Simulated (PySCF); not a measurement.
**A small calculation by hand: oscillator strength and radiative lifetime**

CH₅ClGeO₂, SMILES [CH3][Ge]([OH])([OH])[Cl].

Coordinates come from a B3LYP-D3(BJ)/def2-SVP optimisation. The structure was generated by enumeration, and PubChem lists no compound with its InChIKey, so it may never have been made. Other conformers were not sampled.

TDDFT-B3LYP/def2-SVPD run with PySCF 2.14.0 puts the first singlet state with f over 0.02 at 6.84 eV (vertical), with the transition dipole (-0.343, -0.099, 0.185) in atomic units.

**Question.** Find the oscillator strength, the wavelength and the radiative lifetime that this transition would have in vacuum if emission retraced absorption.

**Answer.** 
|μ|² = 0.1617 au, so |μ| = 1.02 D. ΔE = 6.84/27.211 = 0.2514 hartree. f = (2/3) ΔE |μ|² = 0.027 (the program prints 0.027).
λ = 1239.84/6.84 = 181 nm; ν = 55168 cm⁻¹.
Einstein's coefficient A = 0.6670 ν² f s⁻¹ (ν in cm⁻¹) = 5.5e7 s⁻¹, so τ = 1/A = 18 ns. This state is S1. The figure is the radiative limit of this one transition; relaxation, internal conversion, crossing to triplets and a medium change what is measured.
